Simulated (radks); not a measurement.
Effect of the nuclear size on the argon ion Ar2+, [Ne] 3s2 3p4. Method: Dirac Kohn-Sham, PBE, spin-unpolarised, spherical densities, finite nucleus; open shells fill j = l - 1/2 first; Fermi nuclear charge, rms radius 3.4274 fm; computed with a radial shooting solver on a logarithmic mesh with Libxc functionals. The rms radius is varied about that value; shifts are against it.

[
 {"rms radius (fm)": "2.8413", "total energy shift (eV)": "-0.00583", "density at nucleus (e/bohr^3)": "4359", "1s1/2 shift (meV)": "-2.45", "2s1/2 shift (meV)": "-0.184"},
 {"rms radius (fm)": "3.2663", "total energy shift (eV)": "-0.00171", "density at nucleus (e/bohr^3)": "4346", "1s1/2 shift (meV)": "-0.718", "2s1/2 shift (meV)": "-0.054"},
 {"rms radius (fm)": "3.4274", "total energy shift (eV)": "0", "density at nucleus (e/bohr^3)": "4342", "1s1/2 shift (meV)": "0.000", "2s1/2 shift (meV)": "0.000"},
 {"rms radius (fm)": "3.753", "total energy shift (eV)": "0.00370", "density at nucleus (e/bohr^3)": "4333", "1s1/2 shift (meV)": "1.55", "2s1/2 shift (meV)": "0.117"},
 {"rms radius (fm)": "4.0169", "total energy shift (eV)": "0.00694", "density at nucleus (e/bohr^3)": "4327", "1s1/2 shift (meV)": "2.92", "2s1/2 shift (meV)": "0.219"}
]

Slopes of the eigenvalues against <r^2> in GHz/fm^2, as finite differences over the two radii next to the reference (eigenvalue slopes, not the field-shift constants of lines): 1s1/2 161, 2s1/2 12.1.
